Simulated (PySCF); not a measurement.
BiH at PBE0

Computed with PBE0; Bi cc-pVTZ-PP with ECP60, H cc-pVTZ; scalar-relativistic core potentials (PySCF 2.14).

For BiH, the state is ³Σ⁻ (triplet), unpaired electrons π ↑↑. The bond length is 0.1799 nm, the harmonic wavenumber is 1810 cm⁻¹ and the force constant is 1.94 mdyn/Å. The rotational constant Be is 5.193 cm⁻¹, the anharmonicity ωexe is 26.6 cm⁻¹ and the vibration–rotation constant αe is 0.125 cm⁻¹. The well depth De to Bi + H is 2.36 eV and the dissociation energy D0 is 2.25 eV. The bond order (Mayer) is 0.98. The dipole moment (positive dipole means Bi(−)H(+)) is -0.68 D.

These are scalar-relativistic numbers at best; spin–orbit coupling would shift them, the dissociation energy most. The state was picked by a PBE0 search and need not be the measured ground state.
